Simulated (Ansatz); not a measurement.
Input file for Ansatz (an electronic-structure program): R-r2SCAN/def2-TZVPPD on HF (SMILES F) with ghost functions. Files ending in .json are basis or fitting sets from the Basis Set Exchange.

Ansatz 0.2 input:
```yaml
crystal:
  periodic: [false, false, false]
  atoms:
    - {symbol: F, position_ang: [-0.01249353, -0.08389304, -0.13913820]}
    - {symbol: H, position_ang: [0.15444039, 0.13382320, 0.75090877]}
basis:
  gaussian:
    orbitals: def2-TZVPPD.json
    ghost_atoms:
      - {symbol: Cl, position_ang: [-0.02566993, 0.48084549, 3.00737593]}
      - {symbol: H, position_ang: [-1.24033412, 0.06343494, 2.98855070]}
hamiltonian:
  xc: {name: r2SCAN}
scf: {lower_state_search: off}
```

The head of its log:

```
WARN ansatz: RAYON_NUM_THREADS=1 ignored (pool sized by the plan → 1); use --threads N
Functional definition: r2SCAN
these checks for a lower state are left out or cut short: stability, starts, cluster_reference, orbital_swaps, neighbouring_geometries, increment
integrals: 0.03 GiB planned
631 factors; their error is unknown
mean field: 0.29 GiB planned
mean field evaluation 1: about -2731.8248 eV, gradient 3.4e1 eV
mean field evaluation 2: about -2728.5469 eV, gradient 6.0e1 eV
```

Predict the final total energy.

-100.4487 hartree.
